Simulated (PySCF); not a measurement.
**HRuO2, doublet: data card**

Method: PySCF, UPBE0, basis Ru def2-TZVP with ECP28, O def2-TZVP, H def2-TZVP (scalar-relativistic core potentials, no spin–orbit coupling, density fitting).

The structure is a minimum.

```
Point group                                                                   : Cs
Bond lengths                                                                  : Ru–H 1.588 Å, Ru–O 1.655 Å (×2)
Bond angles                                                                   : H–Ru–O 105.4° (×2), O–Ru–O 139.8°
Enthalpy at 298.15 K above 0 K                                                : 12.83 kJ/mol
Atomisation energy without zero-point energy                                  : 1214 kJ/mol
Dipole moment                                                                 : 1.25 D
Lowest empty level (β)                                                        : -4.54 eV
Principal polarisabilities                                                    : 28.3, 37.1, 51.7 bohr³
Spin squared ⟨S²⟩                                                             : 0.755
Highest occupied level (α)                                                    : -8.45 eV
Principal quadrupole moments (Buckingham, traceless) about the centre of mass : -6.84, 2.65, 4.19 D Å
Heat capacity Cp at 298.15 K                                                  : 54.1 J/(mol K)
Entropy at 298.15 K and 1 bar (electronic part: spin only)                    : 286.6 J/(mol K)
Rotational symmetry number                                                    : 1
Rotational constants                                                          : 1.566, 0.2159, 0.1933 cm⁻¹
Zero-point energy                                                             : 32.5 kJ/mol
```

Harmonic modes (masses in u: Ru 101.904, O 15.995, H 1.008):
| symmetry | ω (cm⁻¹) | IR (km/mol) |
| --- | --- | --- |
| a' | 236 | 22.3 |
| a' | 291 | 2.3 |
| a'' | 711 | 0.1 |
| a'' | 1027 | 304 |
| a' | 1045 | 22.5 |
| a' | 2130 | 26.5 |

Charges (e):
```tsv
atom	Mulliken	Löwdin	polar tensor	spin (Mulliken)	Mayer order to Ru1
Ru1	1.04	0.51	1.40	0.94	–
O2,3	-0.53	-0.26	-0.66	0.02	1.76
H4	0.02	0.02	-0.09	0.02	0.94
```
Other Mayer orders above 0.3: O–O 0.41.

Mulliken populations on Ru1 (electrons outside its core potential): s 2.49, p 6.30, d 6.14, f 0.04.

Outer orbital energies (eV). α occupied: -13.42, -13.16, -12.15, -11.25, -10.27, -10.04, -8.72, -8.45; empty: -3.86, -2.76, -1.65, -0.10. β occupied: -13.88, -13.25, -12.88, -11.48, -11.05, -10.20, -9.91, -8.48; empty: -4.54, -3.52, -2.49, -1.44.

Only a few start shapes were tried, so a lower isomer may exist. Open d and f shells are described by one determinant, and the ground state may have another occupation or spin.

The final relaxation and frequency run took 52 s on 4 threads of a shared Arm Neoverse V1 host, with 108 basis functions and 15 gradients; the process peaked at 1.2 GiB. Launch command: `OMP_NUM_THREADS=4 python axn.py task.json out`.
